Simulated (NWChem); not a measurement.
C$_{5}$H$_{5}$F; SMILES C#C/C=C(\F)C

```xyz
11

C      0.1694     2.7670     0.0000
C     -0.2484     1.6271     0.0000
C     -0.7770     0.3112     0.0000
C     -0.0301    -0.8060     0.0000
C     -0.5135    -2.2067     0.0000
F      1.2975    -0.7150     0.0000
H      0.5487     3.7719     0.0000
H     -1.8639     0.1916     0.0000
H     -0.1336    -2.7404    -0.8862
H     -0.1336    -2.7404     0.8862
H     -1.6094    -2.2491     0.0000
```
Atoms are numbered in this order, from 1.

Computed with NWChem. Coordinates come from a PBE0/def2-SVP optimisation. GIAO values for the isolated, static molecule; σ is the absolute isotropic shielding, δ = σ(reference) − σ with the isolated reference molecule computed at the same levels (13C: tetramethylsilane, 1H: tetramethylsilane).

Task: Predict the results for LDA (Slater exchange, VWN5)/pcSseg-1. Quantities: δ C2 (ppm); δ C3 (ppm); δ C4 (ppm); δ C5 (ppm); δ H7 (ppm); δ H8 (ppm); δ H9 (rotor mean) (ppm).

Result: The δ C2 (ppm) comes out as 85.9 and the δ C3 (ppm) is 93.9. The δ C4 (ppm) is 183.4 and the δ C5 (ppm) is 20.4. The δ H7 (ppm) comes out as 3.02 and the δ H8 (ppm) is 4.73. The δ H9 (rotor mean) (ppm) comes out as 1.91.
